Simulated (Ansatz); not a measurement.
An input meant for `Fc1cc(-c2sc(-c3sc(S)cc3F)cc2F)sc1S` (charge 0, singlet).

```yaml
crystal:
  periodic: [false, false, false]
  atoms:
    - {symbol: F, position_ang: [-6.021258, 1.248457, 0.134350]}
    - {symbol: C, position_ang: [-4.882495, 0.552647, 0.036195]}
    - {symbol: C, position_ang: [-3.607029, 1.149656, 0.114397]}
    - {symbol: C, position_ang: [-2.590959, 0.212892, -0.016688]}
    - {symbol: C, position_ang: [-1.171071, 0.422750, 0.010029]}
    - {symbol: S, position_ang: [-0.014951, -0.873213, -0.154193]}
    - {symbol: C, position_ang: [1.347498, 0.219169, -0.025252]}
    - {symbol: C, position_ang: [2.695994, -0.266112, -0.095373]}
    - {symbol: S, position_ang: [4.075570, 0.800373, 0.009535]}
    - {symbol: C, position_ang: [5.204725, -0.527958, -0.066562]}
    - {symbol: S, position_ang: [6.938048, -0.267710, -0.131032]}
    - {symbol: C, position_ang: [4.553479, -1.736980, -0.210385]}
    - {symbol: C, position_ang: [3.151586, -1.570528, -0.228987]}
    - {symbol: F, position_ang: [2.307276, -2.599898, -0.334855]}
    - {symbol: C, position_ang: [0.916155, 1.529114, 0.139355]}
    - {symbol: C, position_ang: [-0.485667, 1.623118, 0.158425]}
    - {symbol: F, position_ang: [-1.117363, 2.790878, 0.306412]}
    - {symbol: S, position_ang: [-3.251741, -1.396745, -0.242507]}
    - {symbol: C, position_ang: [-4.883786, -0.815640, -0.154538]}
    - {symbol: S, position_ang: [-6.259724, -1.889371, -0.294331]}
    - {symbol: H, position_ang: [-3.443989, 2.216193, 0.262732]}
    - {symbol: H, position_ang: [7.061889, 0.368135, 1.060484]}
    - {symbol: H, position_ang: [5.056459, -2.701935, -0.281672]}
    - {symbol: H, position_ang: [1.577404, 2.390964, 0.243371]}
    - {symbol: H, position_ang: [-7.156042, -0.878246, -0.238917]}
basis:
  gaussian: {orbitals: x2c-TZVPPall, fitting: {mean_field: def2-universal-jkfit}}
magnetization: {spin_polarized: true, initial_magnetization: 4}
hamiltonian: {xc: {name: PBE0}, dispersion: d4}
scf: {omitted_lower_state_checks: [starts]}
```

```sh
$ ansatz run in.yaml --threads 2 --pin off --events-out ev --progress --plain --max-ram 32768MiB --backend cuda --devices 0, --max-vram 18GiB
```

Output, abridged:

```
Functional definition: PBE0
1861 factors; integrals over basis functions are off by at most 1.7e0 eV
mean field evaluation 1: about -74941.4357 eV, gradient 8.0e1 eV
mean field evaluation 2: about -74615.2467 eV, gradient 2.2e2 eV
mean field evaluation 4: about -74956.1694 eV, gradient 5.1e1 eV
mean field evaluation 8: about -74975.0319 eV, gradient 2.6e0 eV
mean field evaluation 16: about -74975.1401 eV, gradient 4.8e-2 eV
mean field evaluation 32: about -74975.1403 eV, gradient 1.5e-4 eV
mean field -74975.14025400 eV, -2755.2855843592 hartree, gradient 8.9e-6 eV, S^2 6.024449; 0 other end points of the search recorded, 0 dependent functions left out
reference -74975.14030505 eV, -2755.2855862352 hartree; 94, 90 occupied and 651, 655 virtual orbitals, 1861 factors
Total energy: -74976.22050203 eV, -2755.3252827420 hartree
Relativity: scalar
Checks for a lower state left out: starts
```

In this input the spin is set far too high (4 unpaired electrons typed, 0 in the singlet as meant). The run converged. The result belongs to that input, not to the species as meant.

DK, ANO-RCC and x2c sets are all-electron and run with scalar relativity unless a key says otherwise.
